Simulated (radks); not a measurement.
Dispersion coefficients C6 (hartree bohr^6) between ground-configuration atoms and ions, from the Casimir-Polder integral (3/pi) of alpha_A(iw) alpha_B(iw). Calculated with a radial shooting solver on a logarithmic mesh with Libxc functionals: scalar-relativistic Kohn-Sham, LB94 model potential, spin-polarised, spherical densities, finite nucleus; Fermi nuclear charge, rms radius of each element as measured or else 0.836 A^(1/3) + 0.57 fm. Response by self-consistent Sternheimer equations with the Hartree and adiabatic LDA kernel, the relativistic mass of each level held fixed and spin-orbit coupling left out.

C6,Ne,Mg2+,Al3+,Si4+,P5+,S6+,Cl7+,Ar8+
Ne,6.110,,,,,,,
Mg2+,1.759,0.6003,,,,,,
Al3+,1.084,0.3910,0.2601,,,,,
Si4+,0.7073,0.2662,0.1802,0.1267,,,,
P5+,0.4818,0.1877,0.1289,0.09180,0.06727,,,
S6+,0.3398,0.1360,0.09456,0.06812,0.05043,0.03815,,
Cl7+,0.2466,0.1010,0.07092,0.05159,0.03853,0.02939,0.02281,
Ar8+,0.1834,0.07649,0.05420,0.03975,0.02992,0.02299,0.01796,0.01424

Static polarisabilities (bohr^3): Ne ([Ne]) 2.594, Mg2+ ([Ne]) 0.4977, Al3+ ([Ne]) 0.2786, Si4+ ([Ne]) 0.1699, P5+ ([Ne]) 0.1102, S6+ ([Ne]) 0.07483, Cl7+ ([Ne]) 0.05275, Ar8+ ([Ne]) 0.03831. The combination rule 2 Ca Cb / ((alpha_b/alpha_a) Ca + (alpha_a/alpha_b) Cb) gives 0.3110 for S6+-Ne, against 0.3398 from the integral.
